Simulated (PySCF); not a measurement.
# Fractional electron number in Pt+ (platinum, charge +1)

The 5d beta orbital of [Xe] 4f14 5d9 is emptied in steps (occupation f), with all orbitals relaxed, ending at [Xe] 4f14 5d8. Calculation: PySCF 2.14, in def2-TZVPPD with the def2 core potential (60 electrons); a scalar-relativistic core potential. The exact energy is a straight line in f; departures are measured from the line between the end points of the same method.

```json
{"f": "1", "PBE0 (eV)": "0.000", "r2SCAN (eV)": "0.000"}
{"f": "0.9", "PBE0 (eV)": "-0.303", "r2SCAN (eV)": "-0.381"}
{"f": "0.7", "PBE0 (eV)": "-0.727", "r2SCAN (eV)": "-0.915"}
{"f": "0.5", "PBE0 (eV)": "-0.881", "r2SCAN (eV)": "-1.141"}
{"f": "0.3", "PBE0 (eV)": "-0.749", "r2SCAN (eV)": "-0.983"}
{"f": "0.1", "PBE0 (eV)": "-0.324", "r2SCAN (eV)": "-0.427"}
{"f": "0", "PBE0 (eV)": "0.000", "r2SCAN (eV)": "0.000"}
```

```csv
method,E(f=0) − E(f=1) (eV),−ε at f=1 (eV),−ε at f=0.5 (eV)
PBE0,18.875,15.583,18.812
r2SCAN,18.823,14.619,18.628
```

Orbital energy along the path (eV):

```
  f     PBE0   r2SCAN
  1  -15.583  -14.619
0.9  -16.129  -15.398
0.7  -17.410  -16.894
0.5  -18.812  -18.628
0.3  -20.263  -20.603
0.1  -21.741  -22.598
  0  -22.491  -23.593
```

Reference removal energy between the ground levels: 18.56 ± 0.12 eV (measured; NIST Atomic Spectra Database, ionization energies). The calculation has no spin-orbit coupling. The determinant left behind need not be the lowest term of the ion.
